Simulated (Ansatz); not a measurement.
MoO4H2 (the lowest singlet isomer of a short search). Total charge 0; singlet. Geometry PBE-D4/def2-SVP, basis def2-TZVP, Ansatz.

Cartesian coordinates in Å:
```
Mo -0.176 -0.066 0.160
O -1.333 0.732 1.087
O 0.047 -1.857 0.746
O -0.593 -1.830 -0.536
O 1.392 0.904 -0.164
H 1.566 1.845 0.030
H -0.903 0.271 -1.323
```

```
run  HOMO (eV)  LUMO (eV)
  A      -8.00      -3.25
  B      -6.67      -4.14
  C      -9.48      -2.20
  D      -7.78      -3.49
  E     -10.75      -1.01
  F      -6.74      -3.94
```

In the def2 sets Mo takes a core potential; there is no spin–orbit coupling. LC-ωPBE has ω = 0.4 bohr⁻¹. B3LYP takes the VWN-RPA correlation. The structure holds one bond between oxygen atoms, so isomers without such links may lie far lower. The structure comes from a short search, and lower isomers may exist.

The runs used B3LYP, CAM-B3LYP, LC-ωPBE, LDA (SPW92), PBE0, r2SCAN. Estimate which is which.

A PBE0 (25 % exact exchange); B LDA (SPW92) (0 % exact exchange); C CAM-B3LYP (range-separated); D B3LYP (20 % exact exchange); E LC-ωPBE (range-separated); F r2SCAN (0 % exact exchange). Exact exchange lowers occupied and raises empty levels; among semilocal functionals meta-GGAs tend to open the gap a little, and such runs are hard to tell apart. The gap grows from 2.53 eV (LDA (SPW92)) to 9.74 eV (LC-ωPBE).
